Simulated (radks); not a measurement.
Results of a calculation; reference values are marked as such.
Sn II, configuration [Kr] 4d10 5s2 5p1 (the NIST ground configuration). Code: a radial shooting solver on a logarithmic mesh with Libxc functionals. Model: Dirac Kohn-Sham, BP86, spin-unpolarised, spherical densities, point nucleus; open shells fill j = l - 1/2 first. Some entries of the table are withheld. Estimate them.

orbital  occ.  eigenvalue (hartree)  r(max) (bohr)  <1/r> (bohr^-1)
1s1/2       2             -1066.044        0.01877            53.10
2s1/2       2             -161.1317         0.1062            12.31
2p1/2       2             -150.5304            (1)              (2)
2p3/2       4             -142.0507            (3)              (4)
3s1/2       2             -31.33216         0.3077              (5)
3p1/2       2             -27.02605         0.2941            4.260
3p3/2       4             -25.47788         0.3044            4.053
3d3/2       4             -17.86745         0.2493            3.898
3d5/2       6             -17.54794         0.2523            3.845
4s1/2       2              -5.20950         0.7456            1.707
4p1/2       2                   (6)         0.7716            1.590
4p3/2       4                   (7)         0.7962            1.523
4d3/2       4              -1.26216         0.8812            1.229
4d5/2       6              -1.22379         0.8908            1.211
5s1/2       2              -0.65769          1.985           0.5591
5p1/2       1              -0.39447          2.364           0.4519
5p3/2       0              -0.37334          2.456           0.4341

Answer. 
(1) 2p1/2 r(max) (bohr): 0.08179
(2) 2p1/2 <1/r> (bohr^-1): 12.29
(3) 2p3/2 r(max) (bohr): 0.08631
(4) 2p3/2 <1/r> (bohr^-1): 11.45
(5) 3s1/2 <1/r> (bohr^-1): 4.351
(6) 4p1/2 eigenvalue (hartree): -3.77793
(7) 4p3/2 eigenvalue (hartree): -3.49921
